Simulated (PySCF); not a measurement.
An unknown is described by computed data only.

Formula: C4H11NSSi.

| Item | Value |
| --- | --- |
| NMR, other nuclei | isotropic shieldings of nuclei other than C and H, by class: 242 (1 N), 381 (1 Si), 734 (1 S) ppm [GIAO HF/pcSseg-1] |
| Rotational structure | rotational constants A, B, C: 4.195, 1.013, 0.916 GHz [PBE0-D3(BJ)/def2-SVP] |
| 1H NMR | chemical shifts (computed TMS as zero) by class: 4.67 (1 H), 2.78 (1 H), 2.61 (1 H), 1.79 (3 H), 1.77 (1 H), 1.41 (1 H), 0.77 (1 H), 0.49 (1 H), 0.32 (1 H) ppm [GIAO HF/pcSseg-1] |
| UV, first state | lowest singlet excitation: 5.52 eV (225 nm, f = 0.003) [TDDFT CAM-B3LYP/def2-SVPD] |
| Valence photoelectron | vertical ionisation energy: 8.48 eV [ΔSCF CAM-B3LYP/def2-SVPD] |
| 13C NMR | chemical shifts (computed TMS as zero) by class: 41.1 (1 C), 25.3 (1 C), 11.8 (1 C), 11.2 (1 C) ppm [GIAO HF/pcSseg-1] |

Electronic properties: PySCF, gas phase, density fitting. Levels stand in brackets. Geometry: PBE0-D3(BJ)/def2-SVP, one conformer, isolated molecule. NMR classes are plain means over equivalent atoms (diastereotopic ones count apart unless rotation or inversion swaps them), as if these changed places fast.

Question: Give a SMILES that accounts for the data.

Answer: Numbering: `[CH3:1][S:2][Si@@H:3]1[CH2:4][CH2:5][CH2:6][NH:7]1`. Its formula, C4H11NSSi, gives 1 degree of unsaturation: 1 ring and 0 π bonds in the structure found. 4 carbons fall into 4 classes; from least to most shielded: ring sp3 carbon bound to nitrogen [C6] (41.1 ppm), ring CH2 carbon [C5] (25.3 ppm), ring sp3 carbon bound to silicon [C4] (11.8 ppm), S-methyl carbon [C1] (11.2 ppm). Hydrogen classes from least to most shielded: 1 H on an SiH silicon, Si3 (4.67 ppm), 1 H on an sp3 carbon bound to nitrogen, C6 (2.78 ppm), 1 H on an sp3 carbon bound to nitrogen, C6 (2.61 ppm), 3 H on an S-methyl carbon, C1 (1.79 ppm), 1 H on a ring CH2 carbon, C5 (1.77 ppm), 1 H on a ring CH2 carbon, C5 (1.41 ppm), 1 H on an sp3 carbon bound to silicon, C4 (0.77 ppm), 1 H on an sp3 carbon bound to silicon, C4 (0.49 ppm), 1 H on a silicon-bound nitrogen, N7 (0.32 ppm). The other shieldings belong to: 242 ppm, silicon-bound nitrogen [N7]; 381 ppm, SiH silicon [Si3]; 734 ppm, sulfur bonded to C and Si [S2]. The first electron is taken from the HOMO, whose largest Löwdin shares are 0.46 on the sulfur bonded to C and Si, 0.18 on the silicon-bound nitrogen, 0.07 on the SiH silicon and 0.07 on the S-methyl carbon. The optimised geometry has point group C1 and is an asymmetric top. Structure: `CS[Si@@H]1CCCN1`. The assignments are read from this structure; whether some other isomer fits the data as well wasn't checked. The mirror image fits equally.
